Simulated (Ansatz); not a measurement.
A search over several starts for the lowest SCF solution of [Cu(NH3)3F]+ (CuN₃FH₉⁺) at the given spin, in a small basis.

```yaml
crystal:
  periodic: [false, false, false]
  atoms:
    - {symbol: Cu, position_ang: [0.002102, -0.303194, -0.000901]}
    - {symbol: N, position_ang: [2.036316, -0.593774, -0.025487]}
    - {symbol: H, position_ang: [2.582508, -0.278047, -0.839838]}
    - {symbol: H, position_ang: [1.931611, -1.625214, -0.078400]}
    - {symbol: H, position_ang: [2.579350, -0.368783, 0.820607]}
    - {symbol: N, position_ang: [-0.002122, 1.750521, 0.035061]}
    - {symbol: H, position_ang: [-0.777182, 2.145865, 0.589007]}
    - {symbol: H, position_ang: [-0.101295, 2.150331, -0.911730]}
    - {symbol: H, position_ang: [0.862094, 2.157965, 0.423020]}
    - {symbol: N, position_ang: [-2.032657, -0.595826, 0.012006]}
    - {symbol: H, position_ang: [-2.602014, -0.262132, -0.779026]}
    - {symbol: H, position_ang: [-2.551485, -0.390649, 0.878036]}
    - {symbol: H, position_ang: [-1.929462, -1.625900, -0.064417]}
    - {symbol: F, position_ang: [0.002225, -2.161181, -0.057927]}
basis:
  gaussian: {orbitals: def2-SVP, initial_orbitals: start.molden}
total_charge: 1
magnetization: {spin_polarized: true, initial_magnetization: 1}
hamiltonian: {xc: pbe, dispersion: d4}
output: {orbitals: {seedname: orbitals}}
```

The file start.molden holds the orbitals of an earlier run on this structure, at another level or in another basis.

```sh
$ ansatz run in.yaml --threads 4 --pin off --events-out ev --progress --plain --max-ram 4787MiB
```

It prints (some lines left out):

```
Functional definition: PBE
1570 factors; their error is unknown
mean field evaluation 1: about -51944.1437 eV, gradient 2.1e-1 eV
mean field evaluation 2: about -51944.0607 eV, gradient 6.1e-5 eV
mean field evaluation 4: about -51473.8494 eV, gradient 3.5e2 eV
mean field evaluation 8: about -51943.7572 eV, gradient 1.1e1 eV
mean field evaluation 16: about -51944.0607 eV, gradient 7.7e-3 eV
mean field -51944.06065106 eV, -1908.9090199775 hartree, gradient 6.1e-5 eV, S^2 0.751234; 2 other end points of the search recorded, 0 dependent functions left out
reference -51944.06072074 eV, -1908.9090225384 hartree; 34, 33 occupied and 98, 99 virtual orbitals, 1570 factors
Total energy: -51944.28228739 eV, -1908.9171649624 hartree
```

Run time 3.5 s (4 threads of Arm Neoverse V1 on a shared host).

No other spin state of charge 1 was run.
